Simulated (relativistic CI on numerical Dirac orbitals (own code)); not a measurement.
These numbers are calculated, not measured: Dirac-Coulomb-Breit CI, separate exchange-only KLI orbitals for each configuration, model QED (radiative potential, 1s self-energy scaled to tabulated hydrogen-like ionisation energies), valence Slater integrals scaled by 0.85, P86 correlation energy added to each configuration (own radial code, finite nucleus).

Configurations in the expansion (outside the closed core [Kr]): 4d10 5s, 4d10 5p, 4d9 5s2, 4d10 6s, 4d10 6p, 4d10 5d, 4d10 7s, 4d10 7p, 4d10 6d, 4d10 4f, 4d10 8s, 4d10 5g, 4d10 5f, 4d10 8p, 4d10 7d, 4d10 9s, 4d10 9p. Levels of other configurations are missing.

Correlation outside the listed configurations is missing or only estimated: errors of thousands of cm⁻¹ between configurations and terms are usual at this charge. Rates and lifetimes follow the computed energies and can be off by large factors. The fine structure of a lone outer electron comes out too small, for d and f at times inverted, and misplaced configurations move strength between like terms. 15 of the 15 excited levels that our extract of the measured tables holds in this range could be paired (the sources list more); they are missed by 5575 cm⁻¹ on average and 7425 at most, and levels without a partner can miss by more.

Outline of the computed level scheme of Ag I. Lowest level of each configuration: 4d10 5s 2S_1/2 at 0.0000 eV; 4d10 5p 2P°_1/2 at 3.1957 eV; 4d9 5s2 2D_5/2 at 4.0093 eV; 4d10 6s 2S_1/2 at 4.4776 eV; 4d10 5d 2D_3/2 at 5.1250 eV; 4d10 6p 2P°_1/2 at 5.2305 eV; 4d10 7s 2S_1/2 at 5.6083 eV; 4d10 6d 2D_3/2 at 5.8922 eV; 4d10 7p 2P°_1/2 at 5.9278 eV.

Some strong electric-dipole decays among the lowest 15 levels: 4d10 5p 2P°_3/2 → 4d10 5s 2S_1/2 (1.5e+08 s⁻¹); 4d10 5p 2P°_1/2 → 4d10 5s 2S_1/2 (1.5e+08 s⁻¹); 4d10 5d 2D_5/2 → 4d10 5p 2P°_3/2 (6.9e+07 s⁻¹); 4d10 5d 2D_3/2 → 4d10 5p 2P°_1/2 (6.0e+07 s⁻¹); 4d10 6p 2P°_3/2 → 4d10 5s 2S_1/2 (4.2e+07 s⁻¹); 4d10 6p 2P°_1/2 → 4d10 5s 2S_1/2 (2.7e+07 s⁻¹); 4d10 6d 2D_5/2 → 4d10 5p 2P°_3/2 (2.6e+07 s⁻¹); 4d10 6d 2D_3/2 → 4d10 5p 2P°_1/2 (2.4e+07 s⁻¹).

Rates of lines that live on the mixing of spin multiplicities can be off by large factors.
